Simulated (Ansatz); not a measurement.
`CB(C)OC=O` → `B/C=C(/O)OC`  (isomerisation)

Program: Ansatz. Geometries: PBE0-D4/def2-TZVP. ΔE: electronic, gas phase. CCSD(T)/CBS is the MP2 limit (def2-TZVPP, def2-QZVPP) plus CCSD(T) − MP2 in def2-TZVPP, frozen cores. Functionals use def2-TZVPP. B3LYP here is the variant with VWN-RPA as its local correlation; programs differ in this. One conformer a species, not always the lowest.

| level | ΔE (kcal/mol) |
| --- | --- |
| ωB97X-V | 71.6 |
| PBE | 68.7 |
| r2SCAN | 70.7 |
| B3LYP | 70.2 |
| HF/def2-TZVPP | 72.7 |
| SCS-MP2/def2-TZVPP | 72.7 |
| SCS-MP2/def2-QZVPP | 72.8 |
| MP2/CBS(def2) | 73.2 |

Question: What does CCSD(T)/CBS give? (Estimate.)

Answer: Ansatz gave: +72.1 kcal/mol. The listed levels differ from it by -0.5, -3.4, -1.4, -1.9, 0.6, 0.6, 0.7, 1.1 kcal/mol.

Largest T1 diagnostic among the species: 0.014.

From PBE to PBE0 (25 % exact exchange), in def2-TZVPP and without D4, ΔE moves by +1.1 kcal/mol.
